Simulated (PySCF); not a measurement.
Compound: C₆H₉N₂ (doublet state).
Cartesian coordinates in Å at the GFN2-xTB level; atoms count from 1:
```xyz
17
C6H9N2 angstrom
C     -2.226   -1.530    0.190
C     -1.887   -0.223    0.276
C     -0.601    0.329    0.134
C     -0.424    1.805    0.274
C      0.591   -0.442   -0.093
N      0.578   -1.708   -0.314
N      1.755    0.318   -0.188
C      2.757    0.225    0.554
H     -3.250   -1.842    0.308
H     -1.478   -2.276   -0.002
H     -2.674    0.499    0.472
H     -1.384    2.316    0.288
H      0.105    2.044    1.199
H      0.181    2.194   -0.546
H      1.503   -2.106   -0.458
H      3.633    0.815    0.315
H      2.813   -0.405    1.447
```

The hyperfine couplings belong to this conformer and change with its torsions.

As a line formula: `[CH2]/C=C(C)\C(N=C)=N\[H]` [radical].

Level of theory: UKS B3LYP, pcH-1 on C H N, non-relativistic, mean-field spin-orbit, GIAO (PySCF). The structure is a single GFN2-xTB conformer in the gas phase; no vibrational or solvent corrections. Couplings are sensitive to structure, and on GFN2-xTB geometries they can be far from those on DFT ones. The frame is twisted about the C5–N7 bond at this geometry (dihedral N6–C5–N7–C8 = -66°); couplings at other torsion angles weren't computed. The SCF solution wasn't tested for stability. ⟨S²⟩ is 0.779 where a pure state has 0.75.

Problem. Break the g tensor into its mass correction, gauge correction and orbital-Zeeman/spin–orbit terms.

Solution. 
```json
{"Δg (ppm)": "relativistic mass correction", "1": "-155", "2": "-155", "3": "-155"}
{"Δg (ppm)": "gauge correction", "1": "-5", "2": "35", "3": "27"}
{"Δg (ppm)": "orbital Zeeman/spin–orbit", "1": "22", "2": "723", "3": "1513"}
{"Δg (ppm)": "total", "1": "-138", "2": "603", "3": "1385"}
```

So g = 2.00218, 2.00292, 2.00370 and g_iso = 2.00294; the tensor is rhombic: the two nearest values differ by 49 % of g3 − g1. Axes: g3 points within 5° of the C1–H10 bond.

Problem. Average each term over the three axes. Which is largest in size?

Solution. The orbital-Zeeman/spin–orbit term 753, the mass correction -155 and the gauge correction 19 ppm, for a total of 617 ppm. The orbital-Zeeman/spin–orbit term is the largest in size. The mass correction is the same along every axis, so the anisotropy comes from the other two: their spans along these axes are 40 (gauge) and 1491 ppm (orbital Zeeman/spin–orbit).

Problem. At 34.155 GHz, how far is the centre of the isotropic spectrum from where a free electron (g = 2.002319) resonates?

Solution. B = hν/(g μB) with μB/h = 13.99624 MHz/mT gives 1218.74 mT for the free electron and 1218.36 mT at g_iso, 0.38 mT lower.

Problem. In a frozen sample, at which fields do the three g values resonate at 9.5, 34, 94 and 263 GHz (hyperfine left aside), and which band first spreads them over more than twice a line width of 0.5 mT?

Solution. 
```
band    GHz  B(g3) mT  B(g2) mT  B(g1) mT  spread mT
   X    9.5    338.75    338.88    339.01       0.26
   Q   34.0   1212.37   1212.84   1213.29       0.92
   W   94.0   3351.84   3353.14   3354.39       2.55
   J  263.0   9378.01   9381.67   9385.14       7.13
```

The spread grows in proportion to the frequency. W band is the first where it exceeds 1.0 mT.

The Mulliken spin populations are largest on C3 (+0.59), C1 (+0.53), N6 (+0.24) and C2 (-0.23). Three atoms exceed +0.15. The positive populations add up to 1.44 and the negative ones to -0.44, together 2S = 1. The angles at C3 add up to 360.0°, so it is planar.

The HOMO–LUMO gaps are 4.08 eV among the α and 4.00 eV among the β orbitals.

Hardware: an Arm Neoverse N1 with one thread, shared host with 64 logical CPUs at a one-minute load of 19. Cost: 2.0 min (with the writing of density and orbital grids), 0.97 GiB resident at most.
